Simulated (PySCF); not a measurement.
# Relaxation of doublet H₂RuN

Level of theory: UPBE0/[Ru def2-TZVP with ECP28, N def2-TZVP, H def2-TZVP], scalar-relativistic core potentials, density fitting, no spin–orbit coupling, PySCF. A (50,194) grid was used.

A hand-made trigonal planar start, of C2v symmetry, held to at least that symmetry:

```xyz
4
charge 0 multiplicity 2, angstrom
Ru    0.0000    0.0000   -0.1932
N     0.0000    0.0000    1.5468
H    -1.3597    0.0000   -0.9782
H     1.3597    0.0000   -0.9782
```

At each step, columns x, y, z (Å) and Fx, Fy, Fz (eV/Å):

```
step 0  E − E(last) = 79.87 kJ/mol
Ru   0.000   0.000  -0.193   0.000   0.000   6.652
N    0.000   0.000   1.547   0.000   0.000  -6.483
H   -1.360   0.000  -0.978  -1.006   0.000  -0.085
H    1.360   0.000  -0.978   1.006   0.000  -0.085
step 1  E − E(last) = 10.17 kJ/mol
Ru   0.000   0.000  -0.153   0.000   0.000  -0.227
N    0.000   0.000   1.417   0.000   0.000   0.152
H   -1.395   0.000  -0.933  -0.816   0.000   0.037
H    1.395   0.000  -0.933   0.816   0.000   0.037
step 2  E − E(last) = 3.92 kJ/mol
Ru   0.000   0.000  -0.172   0.000   0.000  -0.477
N    0.000   0.000   1.395   0.000   0.000   0.234
H   -1.444   0.000  -0.913  -0.386   0.000   0.122
H    1.444   0.000  -0.913   0.386   0.000   0.122
step 3  E − E(last) = 0.44 kJ/mol
Ru   0.000   0.000  -0.207   0.000   0.000   0.007
N    0.000   0.000   1.364   0.000   0.000  -0.265
H   -1.510   0.000  -0.880   0.098   0.000   0.129
H    1.510   0.000  -0.880  -0.098   0.000   0.129
step 4  E − E(last) = 0.20 kJ/mol
Ru   0.000   0.000  -0.214   0.000   0.000  -0.314
N    0.000   0.000   1.351   0.000   0.000   0.137
H   -1.517   0.000  -0.870   0.100   0.000   0.089
H    1.517   0.000  -0.870  -0.100   0.000   0.089
step 5  E − E(last) = 0.04 kJ/mol
Ru   0.000   0.000  -0.221   0.000   0.000  -0.131
N    0.000   0.000   1.345   0.000   0.000   0.059
H   -1.518   0.000  -0.864   0.055   0.000   0.036
H    1.518   0.000  -0.864  -0.055   0.000   0.036
step 6  E − E(last) = 0.00 kJ/mol
Ru   0.000   0.000  -0.225   0.000   0.000  -0.003
N    0.000   0.000   1.343   0.000   0.000   0.004
H   -1.516   0.000  -0.861   0.000   0.000  -0.001
H    1.516   0.000  -0.861   0.000   0.000  -0.001
step 7  E − E(last) = 0.00 kJ/mol
Ru   0.000   0.000  -0.224   0.000   0.000   0.000
N    0.000   0.000   1.343   0.000   0.000   0.000
H   -1.516   0.000  -0.861   0.000   0.000   0.000
H    1.516   0.000  -0.861   0.000   0.000   0.000
```

It ends at C2v with Ru–H 1.644 Å (×2), Ru–N 1.568 Å; H–Ru–H 134.5°, H–Ru–N 112.8° (×2). A frequency run shows a minimum.

Open d and f shells are described by one determinant, and the ground state may have another occupation or spin.

The relaxation took 22 s on 2 threads of a shared Arm Neoverse N1 host, with 83 basis functions and 8 gradients; the process peaked at 0.55 GiB. Launch command: `OMP_NUM_THREADS=2 python axn.py task.json out`.
